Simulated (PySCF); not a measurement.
BP86 on H⁻ (hydrogen, charge -1), 1s2, closed-shell 1S. Computed with PySCF 2.14 in aug-cc-pVTZ with one added diffuse shell each of s, p, d type (5s4p3d, 32 functions), with no relativity, point nucleus.

```
cycle= 1 E= -0.530489954844438  delta_E= 0.00539  |g|= 0.0584  |ddm|= 0.59
cycle= 2 E= -0.508964025564073  delta_E= 0.0215  |g|= 0.126  |ddm|= 0.74
cycle= 3 E= -0.535484629892658  delta_E= -0.0265  |g|= 0.0344  |ddm|= 0.324
cycle= 4 E= -0.538516811743144  delta_E= -0.00303  |g|= 0.00386  |ddm|= 0.201
cycle= 5 E= -0.538527378831736  delta_E= -1.06e-05  |g|= 0.00279  |ddm|= 0.0186
cycle= 6 E= -0.538544639729408  delta_E= -1.73e-05  |g|= 9.02e-05  |ddm|= 0.0109
cycle= 7 E= -0.538544655266865  delta_E= -1.55e-08  |g|= 5.26e-06  |ddm|= 0.0003
cycle= 8 E= -0.538544655339195  delta_E= -7.23e-11  |g|= 6.23e-07  |ddm|= 6.54e-05
converged SCF energy = -0.538544655339195  <S^2> = -6.6613381e-15  2S+1 = 1
```

Highest occupied orbital energy: 1.232 eV; ⟨L²⟩ = 0.00; populations by l: s 2.00, p 0.00, d 0.00.

Task: Can this result be used?

Result: With care. The run converged. At BP86 the highest occupied level has a positive energy, so only the finite basis holds that electron; in a semilocal or global hybrid functional this comes from self-interaction and does not mean that the real anion is unbound.
